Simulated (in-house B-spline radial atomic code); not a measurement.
# Correlation energy from the adiabatic connection: −Z/r, Z = 1, wall at 1 bohr

Two electrons in a singlet, external potential −Z/r, Z = 1, wall at 1 bohr (atomic units). Full CI in B-splines (partial waves to l = 8, correlation up to 0.6 % small) with the density held fixed gives W(λ) = <V_ee>_λ − U, and E_c is the integral of W(λ) − W(0) from 0 to 1.

| λ | W(λ) − W(0) (hartree) |
| --- | --- |
| 0 | 0.00000 |
| 0.02 | -0.00208 |
| 0.05 | -0.00517 |
| 0.12 | -0.01230 |
| 0.25 | -0.02518 |
| 0.4 | -0.03951 |
| 0.6 | -0.05776 |
| 0.8 | -0.07509 |
| 1 | -0.09156 |

Task: Integrate the table by the trapezoid rule.

Result: The strips give -0.00002, -0.00011, -0.00061, -0.00244, -0.00485, -0.00973, -0.01329, -0.01666, which sum to -0.04771 hartree. The direct value, W(1) − W(0) + T_c with T_c = 0.04380, is -0.04777; the curve is convex, so chords lie above it and the trapezoids fall short in size by 0.12 %.

Task: Now use only three numbers: W(0) = -1.8695, the initial slope W'(0) = -0.1041 (extrapolated from the first points) and the strong-coupling limit of the point-charge-plus-continuum model, W∞ = -1.9918. What do second-order theory and the interpolation W(λ) = W∞ + (W(0) − W∞)/√(1 + 2χλ) of Seidl, Perdew and Levy give?

Result: Second order keeps the slope alone: E_c = W'(0)/2 = -0.05205, +9 % in size against -0.04777. Matching the slope fixes χ = W'(0)/(W∞ − W(0)) = -0.1041/(-0.12230) = 0.85119. Integrating, with s = √(1 + 2χ) = 1.643889, E_c = −(W(0) − W∞)(s − 1)/(s + 1) = −0.12230 × 0.643889/2.643889 = -0.02978 hartree, -37.6 % in size against the full result. At λ = 1 the formula gives W − W(0) = -0.04790 against -0.09156. Part of the miss can come from the model's W∞, which here lies above the computed W at λ = 10, -2.28939.
